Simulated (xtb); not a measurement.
CrF₂O₂, singlet, at a GFN2-xTB geometry (such geometries of metal compounds can be far from the true shape); xtb with GFN1-xTB.

Here is a job for xtb.
```
$ xtb mol.xyz --gfn 1 --opt --json

# file mol.xyz
5

Cr     0.05209847    -0.00918190     0.01711959
O      1.23511899    -0.33445517    -0.92728600
O      0.50205912     0.02829272     1.49812372
F     -0.56708148     1.48699299    -0.39379254
F     -1.11600608    -1.19036352    -0.15927100
```

Output, abridged:

```
   ID    Z sym.   atoms
    1   24 Cr     1
    2    8 O      2, 3
    3    9 F      4, 5

           -------------------------------------------------
          |                Calculation Setup                |
           -------------------------------------------------

           -------------------------------------------------
          |                 G F N 1 - x T B                 |
           -------------------------------------------------

          ...................................................
          :                      SETUP                      :
          :.................................................:
          :  # basis functions                  26          :
          :  # atomic orbitals                  25          :
          :  # shells                           11          :
          :  # electrons                        32          :
          :  # halogen bonds                     0          :
          :  max. iterations                   250          :
          :  Hamiltonian                  GFN1-xTB          :
          :  restarted?                      false          :
          :  GBSA solvation                  false          :
          :  PC potential                    false          :
          :  electronic temp.          300.0000000     K    :
          :  accuracy                    1.0000000          :
          :  -> integral cutoff          0.2500000E+02      :
          :  -> integral neglect         0.1000000E-07      :
          :  -> SCF convergence          0.1000000E-05 Eh   :
          :  -> wf. convergence          0.2000000E-04 e    :
          :  Broyden damping             0.4000000          :
          :  net charge                          0          :
          :  unpaired electrons                  0          :
          ...................................................

 iter      E             dE          RMSdq      gap      omega  full diag
   1    -20.5797919 -0.205798E+02  0.156E+01    1.70       0.0  T
   2    -15.4207744  0.515902E+01  0.224E+01   10.17       1.0  T
   3    -21.0769168 -0.565614E+01  0.804E+00    4.02       1.0  T
   4    -20.6224879  0.454429E+00  0.310E+01    0.65       1.0  T
   5    -18.3626661  0.225982E+01  0.158E+01    6.54       1.0  T
   6    -21.0522805 -0.268961E+01  0.657E+00    4.09       1.0  T
   7    -21.5029358 -0.450655E+00  0.192E+00    3.25       1.0  T
   8    -21.2489978  0.253938E+00  0.659E+00    2.23       1.0  T
   9    -21.2292769  0.197209E-01  0.680E+00    2.21       1.0  T
  10    -21.5484754 -0.319199E+00  0.265E-01    2.96       1.0  T
  11    -21.5407133  0.776208E-02  0.966E-01    3.07       1.0  T
  12    -21.5485949 -0.788163E-02  0.178E-02    2.94       2.5  T
  13    -21.5485784  0.164959E-04  0.490E-02    2.94       1.0  T
  14    -21.5485955 -0.171195E-04  0.664E-04    2.94      67.3  T
  15    -21.5485953  0.252301E-06  0.545E-03    2.94       8.2  T
  16    -21.5485955 -0.202091E-06  0.256E-03    2.94      17.5  T
  17    -21.5485955 -0.449938E-07  0.114E-03    2.94      39.2  T
  18    -21.5485955 -0.110672E-07  0.109E-04    2.94     411.3  T
  19    -21.5485955 -0.947225E-10  0.681E-06    2.94    6564.1  T

   *** convergence criteria satisfied after 19 iterations ***

         :::::::::::::::::::::::::::::::::::::::::::::::::::::
         ::                     SUMMARY                     ::
         :::::::::::::::::::::::::::::::::::::::::::::::::::::
         :: total energy             -21.467203504415 Eh    ::
         :: gradient norm              0.054563775487 Eh/a0 ::
         :: HOMO-LUMO gap              2.940969446607 eV    ::
         ::.................................................::
         :: SCC energy               -21.548595539995 Eh    ::
         :: -> electrostatic           0.172798675666 Eh    ::
         :: repulsion energy           0.082562646166 Eh    ::
         :: dispersion energy         -0.001170610585 Eh    ::
[...]
 * total energy  :   -21.4672035 Eh     change       -0.3375078E-12 Eh
 * total energy  :   -21.4706170 Eh     change       -0.3413468E-02 Eh
 * total energy  :   -21.4729205 Eh     change       -0.2303543E-02 Eh
 * total energy  :   -21.4730640 Eh     change       -0.1434512E-03 Eh
 * total energy  :   -21.4730908 Eh     change       -0.2687631E-04 Eh
 * total energy  :   -21.4730943 Eh     change       -0.3471199E-05 Eh
 * total energy  :   -21.4730952 Eh     change       -0.9011447E-06 Eh
   *** GEOMETRY OPTIMIZATION CONVERGED AFTER 7 ITERATIONS ***
         :: total energy             -21.473095215372 Eh    ::
[...]
         :: add. restraining           0.000000000000 Eh    ::
         :: total charge              -0.000000000000 e     ::
         :::::::::::::::::::::::::::::::::::::::::::::::::::::

           -------------------------------------------------
          |                Property Printout                |
           -------------------------------------------------

    * Orbital Energies and Occupations

         #    Occupation            Energy/Eh            Energy/eV
      -------------------------------------------------------------
         1        2.0000           -0.9644098             -26.2429
       ...           ...                  ...                  ...
         4        2.0000           -0.8729779             -23.7549
         5        2.0000           -0.6986646             -19.0116
         6        2.0000           -0.6944102             -18.8959
         7        2.0000           -0.6935399             -18.8722
         8        2.0000           -0.6918147             -18.8252
         9        2.0000           -0.6898711             -18.7723
        10        2.0000           -0.6760576             -18.3965
        11        2.0000           -0.6682761             -18.1847
        12        2.0000           -0.6575977             -17.8941
        13        2.0000           -0.6533333             -17.7781
        14        2.0000           -0.6487520             -17.6534
        15        2.0000           -0.6442821             -17.5318
        16        2.0000           -0.6292088             -17.1216 (HOMO)
        17                         -0.5088740             -13.8472 (LUMO)
        18                         -0.4847878             -13.1917
        19                         -0.4374591             -11.9039
        20                         -0.4171062             -11.3500
        21                         -0.4150779             -11.2948
        22                         -0.2497433              -6.7959
        23                          0.0142371               0.3874
        24                          0.1337813               3.6404
        25                          0.2216985               6.0327
      -------------------------------------------------------------
                  HL-Gap            0.1203348 Eh            3.2745 eV
             Fermi-level           -0.5690414 Eh          -15.4844 eV

  Mulliken/CM5 charges         n(s)   n(p)   n(d)
     1Cr    0.90689  1.62078   0.339  1.121  3.633
     2O    -0.29931 -0.52462   1.693  4.606  0.000
     3O    -0.29931 -0.52462   1.693  4.606  0.000
     4F    -0.15414 -0.28577   1.781  5.373  0.000
     5F    -0.15414 -0.28577   1.781  5.373  0.000

Wiberg/Mayer (AO) data.
largest (>0.10) Wiberg bond orders for each atom

 ---------------------------------------------------------------------------
     #   Z sym  total        # sym  WBO       # sym  WBO       # sym  WBO
 ---------------------------------------------------------------------------
     1  24 Cr   6.885 --     2 O    2.225     3 O    2.225     5 F    1.218
                             4 F    1.218
     2   8 O    2.607 --     1 Cr   2.225     3 O    0.183
     3   8 O    2.607 --     1 Cr   2.225     2 O    0.183
     4   9 F    1.483 --     1 Cr   1.218
     5   9 F    1.483 --     1 Cr   1.218
 ---------------------------------------------------------------------------

Topologies differ in total number of bonds
Writing topology from bond orders to xtbtopo.mol

 dipole moment from electron density (au)
     X       Y       Z
  -1.0348   0.1824  -0.3400  total (Debye):    2.807

optimized geometry written to: xtbopt.xyz

           -------------------------------------------------
          | TOTAL ENERGY              -21.473095215372 Eh   |
          | GRADIENT NORM               0.000268444255 Eh/α |
          | HOMO-LUMO GAP               3.274476466131 eV   |
           -------------------------------------------------

normal termination of xtb
```
